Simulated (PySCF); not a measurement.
CH3Mg, multiplicity 2. Atoms are numbered in the order given.

```xyz
5

Mg     0.0000     0.0000    -0.9636
C      0.0000     0.0000     1.1547
H      0.8855     0.5113     1.5450
H      0.0000    -1.0225     1.5450
H     -0.8855     0.5113     1.5450
```
Charge 0, spin multiplicity 2.

Geometry optimised at r2SCAN-D4/def2-TZVP. The spin state was assumed, not searched. The isomer is the one that the SMILES or the coordinates give; other isomers of the formula were not compared.

All values below come from B3LYP/def2-TZVPD run with PySCF.

The molecule is in vacuum.

| Property | Value |
|---|---|
| total energy | -239.98855 hartree |
| point group | C3v |
| α spin, highest occupied and lowest empty level | -4.53 and -0.92 eV |
| β spin, highest occupied and lowest empty level | -6.75 and -2.37 eV |
| dipole moment | 0.88 D |
| quadrupole, principal values (traceless, Buckingham form, about the centre of nuclear charge) | -5.78, 2.89, 2.89 D·Å |
| mean static polarisability | 79.4 bohr³ (11.77 Å³) |
| polarisability, principal values | 74.6, 74.6, 89.1 bohr³ |
| ⟨S²⟩ | 0.754 (pure state 0.75) |
